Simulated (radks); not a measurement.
Results of a calculation; reference values are marked as such.
Ionisation ladder of gold, from Au to Au21+. Each ion is in the ground configuration listed by NIST, and IE = E(next ion) - E(this ion). Level of theory: Dirac Kohn-Sham, PBE, spin-unpolarised, spherical densities, point nucleus; open shells are shared between the two j in proportion to 2j + 1 (a radial shooting solver on a logarithmic mesh with Libxc functionals).

| species | configuration | IE, Delta-SCF (eV) | -e(HOMO) (eV) | HOMO |
|---|---|---|---|---|
| Au | [Xe] 4f14 5d10 6s1 | 9.427 | 5.780 | 6s1/2 |
| Au+ | [Xe] 4f14 5d10 | 21.229 | 14.731 | 5d5/2 |
| Au2+ | [Xe] 4f14 5d9 | 33.878 | 26.657 | 5d5/2 |
| Au3+ | [Xe] 4f14 5d8 | 47.693 | 39.869 | 5d5/2 |
| Au4+ | [Xe] 4f14 5d7 | ? | 54.142 | 5d5/2 |
| Au5+ | [Xe] 4f14 5d6 | 78.145 | 69.325 | 5d5/2 |
| Au6+ | [Xe] 4f14 5d5 | ? | 85.310 | 5d5/2 |
| Au7+ | [Xe] 4f14 5d4 | 111.66 | 102.02 | 5d5/2 |
| Au8+ | [Xe] 4f14 5d3 | 129.39 | 119.38 | 5d5/2 |
| Au9+ | [Xe] 4f14 5d2 | 147.70 | 137.34 | 5d5/2 |
| Au10+ | [Xe] 4f14 5d1 | ? | 155.85 | 5d5/2 |
| Au11+ | [Xe] 4f14 | 254.09 | 236.16 | 5p3/2 |
| Au12+ | [Kr] 4d10 4f14 5s2 5p5 | 276.95 | 258.59 | 5p3/2 |
| Au13+ | [Kr] 4d10 4f14 5s2 5p4 | 300.17 | 281.40 | 5p3/2 |
| Au14+ | [Kr] 4d10 4f14 5s2 5p3 | 323.72 | 304.55 | 5p3/2 |
| Au15+ | [Kr] 4d10 4f14 5s2 5p2 | 347.60 | 328.03 | 5p3/2 |
| Au16+ | [Kr] 4d10 4f14 5s2 5p1 | 371.79 | 351.82 | 5p3/2 |
| Au17+ | [Kr] 4d10 4f14 5s2 | 462.39 | 439.68 | 4f7/2 |
| Au18+ | [Kr] 4d10 4f13 5s2 | 505.21 | 473.00 | 5s1/2 |
| Au19+ | [Kr] 4d10 4f12 5s2 | 518.66 | 504.88 | 5s1/2 |
| Au20+ | [Kr] 4d10 4f12 5s1 | 546.42 | 532.48 | 5s1/2 |
| Au21+ | [Kr] 4d10 4f12 | ? | 590.49 | 4f7/2 |

Estimate the withheld Delta-SCF values.

Answer. Au4+: 62.492 eV (NIST 60); Au6+: 94.559 eV (NIST 94); Au10+: 166.54 eV (NIST 168); Au21+: 615.34 eV (NIST 600).

Beside tabulated values, note that spin-unpolarised runs miss the spin-polarisation part of the exchange energy of open shells.
